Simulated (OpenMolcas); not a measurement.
## Ionisation energies of technetium

```yaml
Program: OpenMolcas 26.06
Basis: ANO-RCC [10s9p8d6f4g2h]
Scalar_Hamiltonian: DKH2, point nucleus
Spin-orbit_coupling: RASSI with atomic mean-field integrals over the reference wave functions, term energies averaged over their components
```

Active shells in each charge state: the valence d shell, with orbitals averaged over the low states. Where CASPT2's correlated closed shells are named, they are those of the first ion.

A. CASSCF
B. SS-CASPT2, IPEA 0.25 Eh, imaginary shift 0.1 Eh (closed shells correlated: 4s 4p)
C. SS-CASPT2, IPEA 0.25 Eh, imaginary shift 0.1 Eh (closed shells correlated: none)
D. SS-CASPT2, IPEA 0.25 Eh, imaginary shift 0.1 Eh (closed shells correlated: 3d 4s 4p)
E. SS-CASPT2, IPEA 0 Eh, imaginary shift 0.1 Eh (closed shells correlated: 4s 4p)

Energies in eV between the lowest computed levels, named as in B; reference values from the NIST Atomic Spectra Database with their kind.

```json
{"From": "Tc2+ 4d⁵ ⁶S_5/2", "To": "Tc3+ 4d⁴ ⁵D₀", "A": "28.732", "B": "29.778", "C": "29.455", "D": "29.724", "E": "29.886", "Spin-orbit share in B": "-0.182", "Reference": "29.550 (semi-empirical)"}
{"From": "Tc3+ 4d⁴ ⁵D₀", "To": "Tc4+ 4d³ ⁴F_3/2", "A": "41.567", "B": "42.586", "C": "42.172", "D": "42.533", "E": "42.652", "Spin-orbit share in B": "-0.088", "Reference": "41.000 (theoretical)"}
{"From": "Tc4+ 4d³ ⁴F_3/2", "To": "Tc5+ 4d² ³F₂", "A": "56.365", "B": "57.323", "C": "56.743", "D": "57.273", "E": "57.410", "Spin-orbit share in B": "-0.064", "Reference": "57.000 (theoretical)"}
{"From": "Tc5+ 4d² ³F₂", "To": "Tc6+ 4d ²D_3/2", "A": "72.257", "B": "73.221", "C": "72.418", "D": "73.178", "E": "73.306", "Spin-orbit share in B": "+0.089", "Reference": "72.000 (theoretical)"}
{"From": "Tc6+ 4d ²D_3/2", "To": "Tc7+ 4p⁶ ¹S₀", "A": "87.932", "B": "88.915", "C": "87.932", "D": "88.877", "E": "88.985", "Spin-orbit share in B": "+0.245", "Reference": "88.000 (theoretical)"}
```

The lowest level within the active space need not be the ion's true ground level.
